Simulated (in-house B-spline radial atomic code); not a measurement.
Computed with a B-spline radial atomic code. Model: two electrons, singlet ground state, non-relativistic, full CI in B-splines with partial waves to l = 8 (at full coupling up to 3e-4 hartree above the limit, correlation up to 0.6 % small), density held at that of full coupling by Lieb maximisation.

W(λ) is the mean repulsion in the state of coupling λ less the Hartree energy of the fixed density. Its start is exact exchange, its initial slope is twice the second-order Görling-Levy correlation energy, and its area from 0 to 1 is E_xc. A straight curve means weak, dynamic correlation, and a curve that drops fast and flattens means strong correlation.

Command:
```bash
python run_ac.py task.json out
```
Settings (lengths in bohr, energies in hartree):
```
potential              dot
strength               0.589
lmax                   8
second                 1.5
```

Time taken, with all properties: 18 s on 1 thread of Intel(R) Xeon(R) Processor @ 2.30GHz, with other jobs on the host.

**W = mean repulsion less Hartree energy, and W of three functionals.**

Given: confinement charge in harmonic well; well frequency 0.589 hartree; nuclear charge 1.5; external potential omega^2 r^2/2 - Z/r.

Computed: LDA exchange minus exact 135.12 millihartree; PBE exchange minus exact 25.531 millihartree.

```json
{"coupling": "0", "W xc (hartree)": "-0.93459", "W xc minus exchange (millihartree)": "0", "kinetic minus Kohn-Sham (millihartree)": "0", "LDA (PW92) W minus its exchange (millihartree)": "0", "PBE W minus its exchange (millihartree)": "0", "SCAN W minus its exchange (millihartree)": "0"}
{"coupling": "0.02", "W xc (hartree)": "-0.93642", "W xc minus exchange (millihartree)": "-1.835", "kinetic minus Kohn-Sham (millihartree)": "0.02", "LDA (PW92) W minus its exchange (millihartree)": "-11.7", "PBE W minus its exchange (millihartree)": "-2.06", "SCAN W minus its exchange (millihartree)": "-1.85"}
{"coupling": "0.05", "W xc (hartree)": "-0.93914", "W xc minus exchange (millihartree)": "-4.554", "kinetic minus Kohn-Sham (millihartree)": "0.11", "LDA (PW92) W minus its exchange (millihartree)": "-23.84", "PBE W minus its exchange (millihartree)": "-5.16", "SCAN W minus its exchange (millihartree)": "-4.55"}
{"coupling": "0.12", "W xc (hartree)": "-0.94533", "W xc minus exchange (millihartree)": "-10.746", "kinetic minus Kohn-Sham (millihartree)": "0.64", "LDA (PW92) W minus its exchange (millihartree)": "-45.38", "PBE W minus its exchange (millihartree)": "-12.34", "SCAN W minus its exchange (millihartree)": "-10.62"}
{"coupling": "0.25", "W xc (hartree)": "-0.9563", "W xc minus exchange (millihartree)": "-21.709", "kinetic minus Kohn-Sham (millihartree)": "2.66", "LDA (PW92) W minus its exchange (millihartree)": "-75.21", "PBE W minus its exchange (millihartree)": "-25.22", "SCAN W minus its exchange (millihartree)": "-21.19"}
{"coupling": "0.4", "W xc (hartree)": "?", "W xc minus exchange (millihartree)": "?", "kinetic minus Kohn-Sham (millihartree)": "?", "LDA (PW92) W minus its exchange (millihartree)": "?", "PBE W minus its exchange (millihartree)": "?", "SCAN W minus its exchange (millihartree)": "?"}
{"coupling": "0.6", "W xc (hartree)": "-0.98274", "W xc minus exchange (millihartree)": "-48.154", "kinetic minus Kohn-Sham (millihartree)": "13.78", "LDA (PW92) W minus its exchange (millihartree)": "-130.6", "PBE W minus its exchange (millihartree)": "-56.33", "SCAN W minus its exchange (millihartree)": "-46.33"}
{"coupling": "0.8", "W xc (hartree)": "-0.99612", "W xc minus exchange (millihartree)": "-61.529", "kinetic minus Kohn-Sham (millihartree)": "23.12", "LDA (PW92) W minus its exchange (millihartree)": "-154.33", "PBE W minus its exchange (millihartree)": "-71.97", "SCAN W minus its exchange (millihartree)": "-58.97"}
{"coupling": "1", "W xc (hartree)": "-1.0084", "W xc minus exchange (millihartree)": "-73.828", "kinetic minus Kohn-Sham (millihartree)": "34.17", "LDA (PW92) W minus its exchange (millihartree)": "-174.69", "PBE W minus its exchange (millihartree)": "-86.29", "SCAN W minus its exchange (millihartree)": "-70.6"}
{"coupling": "1.4", "W xc (hartree)": "-1.0303", "W xc minus exchange (millihartree)": "-95.663", "kinetic minus Kohn-Sham (millihartree)": "60.26", "LDA (PW92) W minus its exchange (millihartree)": "-208.46", "PBE W minus its exchange (millihartree)": "-111.61", "SCAN W minus its exchange (millihartree)": "-91.33"}
{"coupling": "2", "W xc (hartree)": "?", "W xc minus exchange (millihartree)": "?", "kinetic minus Kohn-Sham (millihartree)": "?", "LDA (PW92) W minus its exchange (millihartree)": "?", "PBE W minus its exchange (millihartree)": "?", "SCAN W minus its exchange (millihartree)": "?"}
{"coupling": "3", "W xc (hartree)": "-1.0923", "W xc minus exchange (millihartree)": "-157.7", "kinetic minus Kohn-Sham (millihartree)": "192.38", "LDA (PW92) W minus its exchange (millihartree)": "-295.87", "PBE W minus its exchange (millihartree)": "-183.9", "SCAN W minus its exchange (millihartree)": "-151.55"}
{"coupling": "4.5", "W xc (hartree)": "-1.1289", "W xc minus exchange (millihartree)": "-194.31", "kinetic minus Kohn-Sham (millihartree)": "327.85", "LDA (PW92) W minus its exchange (millihartree)": "-345.59", "PBE W minus its exchange (millihartree)": "-227.98", "SCAN W minus its exchange (millihartree)": "-188.46"}
{"coupling": "7", "W xc (hartree)": "-1.1675", "W xc minus exchange (millihartree)": "-232.93", "kinetic minus Kohn-Sham (millihartree)": "545.79", "LDA (PW92) W minus its exchange (millihartree)": "-399.32", "PBE W minus its exchange (millihartree)": "-277.16", "SCAN W minus its exchange (millihartree)": "-228.54"}
{"coupling": "10", "W xc (hartree)": "-1.1958", "W xc minus exchange (millihartree)": "-261.26", "kinetic minus Kohn-Sham (millihartree)": "783.23", "LDA (PW92) W minus its exchange (millihartree)": "-440.87", "PBE W minus its exchange (millihartree)": "-315.95", "SCAN W minus its exchange (millihartree)": "-258.24"}
```

Task: What belongs in the row 0.4?

Result: W xc (hartree): -0.96815; W xc minus exchange (millihartree): -33.557; kinetic minus Kohn-Sham (millihartree): 6.5; LDA (PW92) W minus its exchange (millihartree): -101.92; PBE W minus its exchange (millihartree): -39.18; SCAN W minus its exchange (millihartree): -32.5.

Task: What belongs in the row 2?

Result: W xc (hartree): -1.0575; W xc minus exchange (millihartree): -122.88; kinetic minus Kohn-Sham (millihartree): 106.24; LDA (PW92) W minus its exchange (millihartree): -247.84; PBE W minus its exchange (millihartree): -143.16; SCAN W minus its exchange (millihartree): -117.45.

Task: What is the SCAN exchange minus exact?

Result: 2.3997 millihartree.

**Energy parts, natural occupations and partial-wave weights.**

Computed: exchange energy -0.93459 hartree; correlation energy -0.039656 hartree; kinetic part of the DFT correlation energy 0.034172 hartree; kinetic part over minus potential part 0.46286; Hartree energy 1.8692 hartree; Kohn-Sham kinetic 2.1756 hartree; Lieb Oxford ratio E_xc over LDA exchange 1.2186.

```
natural  occupation of the shell (electrons)
      s                               1.9835
      p                             0.011211
      s                            0.0044505
      d                                    ?
      p                           0.00023676
      s                           6.2413e-05
```

Task: What belongs in the row d?

Result: occupation of the shell (electrons): 0.00044113.

```csv
wave,weight
s,0.99398
p,?
d,0.00024006
f,3.1831e-05
g,7.2455e-06
```

Task: What belongs in the row p?

Result: weight: 0.005733.

Task: What is the total energy?

Result: -0.9088 hartree.

Task: What is the initial slope twice GL2?

Result: -0.092196 hartree.

Half-way to full coupling W has made 55 % of its drop, against 50 % for a straight line, and second-order (GL2) theory, half the initial slope, overshoots the correlation energy by about 16 %: a moderate bend, as in light atoms. Over couplings 0 to 1 the errors in E_xc come to about +66 millihartree for LDA, +19 millihartree for PBE, +3.9 millihartree for SCAN, so SCAN is nearest. In LDA and PBE the errors of exchange and correlation have opposite signs, so the sum is smaller than the larger of the two.
